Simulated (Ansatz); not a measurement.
The cluster KNa3, relaxed as a singlet with RKS r2SCAN/def2-TZVP in Ansatz, starting from the GFN2-xTB geometry. Force threshold 0.02 eV/Å.

The restricted singlet is unstable towards broken spin symmetry in Hartree–Fock (as tested in another run); at r2SCAN/def2-TZVP this wasn't settled. Another isomer (triplet) lies 0.07 eV lower at r2SCAN/def2-TZVP; other spin states weren't run for this one.

Start:

```xyz
4

Na   -0.9285   -0.2440   -1.1627
Na    1.7041    1.6868    1.2586
Na    3.0983   -0.6300    1.8740
K    -3.8740   -0.8127   -1.9699
```

(1) Estimate the energy that the relaxation releases and the steps that it takes.

(2) Does the start keep its bonding?

(3) Predict the relaxed structure.

Answers

(1) 38.5 kJ/mol, in 14 steps; 26 s on 4 threads of Arm Neoverse V1 on a shared host. The force fell under the threshold at step 11, but the optimiser went on and released 0.005 eV more. No frequencies were taken in this run, so the end may be a saddle point.

(2) Bonds formed: Na1–Na3, Na2–K4 (atoms count from 1). Metal–metal contacts that move far: Na1–Na2 4.06 to 3.20 Å.

(3) 
Cartesian coordinates in Å:
```
Na -0.053 -1.485 -0.563
Na 0.284 1.443 0.681
Na 3.067 -0.309 1.503
K -3.299 0.352 -1.621
```
Bond lengths (bridged metal pairs left out): 3 × Na–Na 3.20 to 3.92 Å; 2 × K–Na 3.88 to 4.40 Å.
